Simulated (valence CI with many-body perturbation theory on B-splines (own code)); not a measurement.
**Er⁶³⁺: E2, E3, M1, M2 decay**

Method: configuration interaction combined with many-body perturbation theory (CI+MBPT): three valence electrons over a frozen Dirac-Fock core [He], radial functions for each j: 11 s, 11 p, 9 d, 7 f, 5 g, 2 h, 1 i, with the one-electron correlation potential Σ1 (screened to all orders), the two-electron term Σ2, the three-electron term Σ3, Breit, model QED; selected single and double excitations, second order for the rest (own B-spline code, finite nucleus).

No measured spectrum was set against this ion. As an estimate, large intervals hold to a few tenths of a per cent, small ones and those within an open d or f shell to about a per cent.

Lines 1 to 33 of 33 in falling wavelength, among levels below 10675 eV, chosen from the decays that carry over 1 % of a level's rate. Wavelengths and rates use the calculated energies. Electric multipoles are in the length gauge, E1 and E2 with the static RPA response of the core. Weak lines are less certain than strong ones. Lines between different terms over intervals too small for the method are left out, as are lines whose strength nearly cancels. The highest levels of a list are the least certain.

Levels are named by their leading jj configuration (3d3/2^4 stands for four electrons in 3d with j = 3/2), which in mixed levels can hold well under half, so a name can repeat and another be missing. Letters in brackets count levels of one name in rising energy.

| λ vac (nm) | Upper | Lower | Type | A (s⁻¹) | Branch % |
| --- | --- | --- | --- | --- | --- |
| 1.338 | (2s 2p1/2 2p3/2) J=3/2 [a] | (2s 2p1/2^2) J=1/2 | M1 | 4.75e+09 | 10.6 |
| 1.295 | (2s 2p3/2 3d5/2) J=9/2 | (2s 2p1/2 3d5/2) J=7/2 | M1 | 4.44e+09 | 4.8 |
| 1.244 | (2s^2 2p3/2) J=3/2 | (2s^2 2p1/2) J=1/2 | M1 | 4.47e+09 | 25.5 |
| 0.1590 | (2s 2p1/2 3p1/2) J=1/2 [a] | (2s 2p1/2 2p3/2) J=3/2 [a] | E2 | 1.45e+12 | 1.0 |
| 0.1586 | (2s^2 3p1/2) J=1/2 | (2s^2 2p3/2) J=3/2 | E2 | 1.83e+12 | 24.3 |
| 0.1554 | (2s 2p3/2 3p3/2) J=7/2 | (2s 2p3/2^2) J=3/2 | E2 | 5.61e+10 | 2.2 |
| 0.1535 | (2s 2p3/2 3p3/2) J=7/2 | (2s 2p3/2^2) J=5/2 | E2 | 6.23e+11 | 24.6 |
| 0.1533 | (2s 2p3/2 3p3/2) J=1/2 [b] | (2s 2p3/2^2) J=3/2 | E2 | 1.08e+12 | 8.7 |
| 0.1532 | (2s 2p1/2 3p3/2) J=5/2 | (2s 2p1/2 2p3/2) J=5/2 | E2 | 4.95e+11 | 1.2 |
| 0.1528 | (2s^2 3p3/2) J=3/2 | (2s^2 2p3/2) J=3/2 | E2 | 9.15e+11 | 8.0 |
| 0.1514 | (2s 2p3/2 3p3/2) J=1/2 [b] | (2s 2p3/2^2) J=5/2 | E2 | 3.59e+11 | 2.9 |
| 0.1511 | (2s 2p3/2 3d5/2) J=9/2 | (2s 2p3/2^2) J=5/2 | M2 | 4.24e+10 | 45.7 |
| 0.1511 | (2s 2p3/2 3d5/2) J=9/2 | (2s 2p3/2^2) J=5/2 | E3 | 2.53e+09 | 2.7 |
| 0.1370 | (2s 2p3/2 3p3/2) J=7/2 | (2s 2p1/2 2p3/2) J=5/2 | E2 | 4.68e+11 | 18.5 |
| 0.1369 | (2s 2p1/2 3p3/2) J=5/2 | (2s 2p1/2^2) J=1/2 | E2 | 1.02e+12 | 2.4 |
| 0.1364 | (2s 2p3/2 3p3/2) J=7/2 | (2s 2p1/2 2p3/2) J=3/2 [a] | E2 | 7.46e+11 | 29.5 |
| 0.1363 | (2s 2p3/2 3p3/2) J=1/2 [b] | (2s 2p1/2 2p3/2) J=3/2 [b] | E2 | 1.05e+12 | 8.4 |
| 0.1361 | (2s^2 3p3/2) J=3/2 | (2s^2 2p1/2) J=1/2 | E2 | 1.12e+12 | 9.7 |
| 0.1350 | (2s 2p3/2 3d5/2) J=9/2 | (2s 2p1/2 2p3/2) J=5/2 | M2 | 1.49e+10 | 16.1 |
| 0.1350 | (2s 2p3/2 3d5/2) J=9/2 | (2s 2p1/2 2p3/2) J=5/2 | E3 | 2.30e+09 | 2.5 |
| 0.1345 | (2s 2p3/2 3d5/2) J=9/2 | (2s 2p1/2 2p3/2) J=3/2 [a] | E3 | 4.57e+09 | 4.9 |
| 0.1334 | (2p1/2 2p3/2 3d3/2) J=5/2 [a] | (2s 2p1/2 2p3/2) J=1/2 | E2 | 1.76e+12 | 1.3 |
| 0.1333 | (2p1/2 2p3/2 3d3/2) J=7/2 | (2s 2p1/2 2p3/2) J=3/2 [b] | E2 | 2.39e+12 | 9.4 |
| 0.1328 | (2s 2p1/2 3d3/2) J=5/2 | (2s^2 2p1/2) J=1/2 | E2 | 3.08e+12 | 1.4 |
| 0.1326 | (2p1/2^2 3d3/2) J=3/2 | (2s 2p1/2^2) J=1/2 | E2 | 5.53e+12 | 2.7 |
| 0.1323 | (2p1/2 2p3/2 3d3/2) J=7/2 | (2s 2p1/2 2p3/2) J=5/2 | E2 | 2.60e+12 | 10.2 |
| 0.1320 | (2p1/2 2p3/2 3d3/2) J=3/2 [a] | (2s 2p1/2 2p3/2) J=3/2 [a] | E2 | 3.82e+12 | 1.0 |
| 0.1320 | (2p1/2 2p3/2 3d3/2) J=5/2 [a] | (2s 2p1/2 2p3/2) J=3/2 [a] | E2 | 2.55e+12 | 1.8 |
| 0.1319 | (2p1/2 2p3/2 3d3/2) J=1/2 [a] | (2s 2p1/2 2p3/2) J=3/2 [a] | E2 | 5.05e+12 | 2.6 |
| 0.1318 | (2p1/2 2p3/2 3d3/2) J=7/2 | (2s 2p1/2 2p3/2) J=3/2 [a] | E2 | 5.70e+11 | 2.2 |
| 0.1312 | (2p1/2 2p3/2 3d5/2) J=9/2 | (2s 2p1/2 2p3/2) J=5/2 | E2 | 5.82e+12 | 64.9 |
| 0.1309 | (2p1/2 2p3/2 3d5/2) J=7/2 [a] | (2s 2p1/2 2p3/2) J=3/2 [a] | E2 | 5.18e+12 | 12.4 |
| 0.1308 | (2s 2p3/2 3d5/2) J=7/2 [b] | (2s^2 2p3/2) J=3/2 | E2 | 4.00e+12 | 1.0 |
